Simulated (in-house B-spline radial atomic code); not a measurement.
## Two electrons outside the [He] 2s2 2p6 core: Cr12+

Computed with an all-electron radial atomic-structure program (B-spline basis): configuration interaction (CI) of the two valence electrons in the field of the frozen Dirac-Fock core, alone and with many-body perturbation theory for the core (screened one- and two-electron correlation potentials), Breit and QED terms; no-pair Dirac Hamiltonian, finite nucleus. Labels give the configuration (outer n counted up each series) and the leading LS term, or the jj pair where no LS term holds 70 %.

Command:
```bash
python run_mb.py task.json out
```
Settings (nuclear radius in fm, box in bohr, cutoff in hartree):
```
basis_form          3
Z                   24
core_configuration  [He] 2s2 2p6
rms_radius          3.6452
mass_number         52
speed_of_light      137.036
box_radius          6.429
lmax                6
intervals           61
virtual_cutoff      1152.0
```

Cost of the run: 45 s on 1 thread of Intel(R) Xeon(R) 6975P-C, on a shared host.

Excitation energies (eV):

| level | purity of the LS term | CI alone | CI + MBPT + Breit + QED | Landé g of the LS mixture |
| --- | --- | --- | --- | --- |
| 3s2 1S0 | 1.0 | 0 | 0 | - |
| 3s3p 3P°0 | 1.0 | ? | ? | ? |
| 3s3p 3P°1 | 0.996 | 25.657 | 25.706 | 1.50 |
| 3s3p 3P°2 | 1.0 | 26.816 | 26.84 | 1.50 |
| 3s3p 1P°1 | 0.996 | 38.18 | 37.793 | 1.00 |
| 3p2 3P0 | 0.981 | 60.068 | 59.779 | - |
| 3p2 1D2 | 0.859 | 60.007 | 59.898 | 1.07 |
| 3p2 3P1 | 1.0 | 60.838 | 60.533 | 1.50 |
| 3p2 3P2 | 0.858 | ? | ? | ? |
| 3p2 1S0 | 0.98 | 71.095 | 70.635 | - |
| 3s3d 3D1 | 1.0 | 73.297 | 72.938 | 0.50 |
| 3s3d 3D2 | 1.0 | 73.38 | 73.011 | 1.17 |

(1) Where does 3s3p 3P°0 lie?

(2) Where does 3p2 3P2 lie?

(3) What is the first ionisation energy?

Some electric-dipole lines (reduced elements in atomic units, length form; vacuum wavelengths from the computed energies):

```csv
upper,lower,D bare (size),D with core polarisation (size),λ (nm),A (s⁻¹)
3s3p 3P°1,3s2 1S0,0.0584,0.0572,48.231,2e+07
3s3p 1P°1,3s2 1S0,0.979,0.959,32.806,1.8e+10
3p2 3P0,3s3p 3P°1,0.596,0.583,36.389,1.4e+10
3p2 1D2,3s3p 3P°1,0.298,0.292,36.261,7.2e+08
3p2 3P1,3s3p 3P°1,0.517,0.507,35.6,3.8e+09
3p2 1S0,3s3p 3P°1,0.0424,0.0416,27.596,1.7e+08
3s3d 3D1,3s3p 3P°1,0.476,0.467,26.25,8.1e+09
3s3d 3D2,3s3p 3P°1,0.825,0.81,26.21,1.5e+10
```

Weak lines are less accurate than strong ones.

Answers

(1) 25.151 eV in CI alone and 25.216 eV with all corrections.

(2) 62.199 eV in CI alone and 61.889 eV with all corrections; g = 1.43.

(3) 354.24 eV to the 3s1/2 state of the next ion (353.85 eV from CI alone). NIST lists 354.7 ± 0.3 eV (semi-empirical).
